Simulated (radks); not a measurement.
Task: Species: Al III. Configuration: [Ne] 3s1. Calculated with a radial shooting solver on a logarithmic mesh with Libxc functionals: Dirac Kohn-Sham, LDA (Slater exchange, Perdew-Wang correlation), spin-unpolarised, spherical densities, finite nucleus; Fermi nuclear charge, rms radius 3.061 fm. Some entries of the table are withheld. Estimate them.

orbital,occ.,eigenvalue (eV),r(max) (bohr)
1s1/2,2,-1525.385,0.07862
2s1/2,2,(1),0.4977
2p1/2,2,(2),(3)
2p3/2,4,(4),(5)
3s1/2,1,-23.9285,(6)

Result: 
(1) 2s1/2 eigenvalue (eV): -128.1469
(2) 2p1/2 eigenvalue (eV): -90.6666
(3) 2p1/2 r(max) (bohr): 0.4258
(4) 2p3/2 eigenvalue (eV): -90.2225
(5) 2p3/2 r(max) (bohr): 0.4274
(6) 3s1/2 r(max) (bohr): 1.902
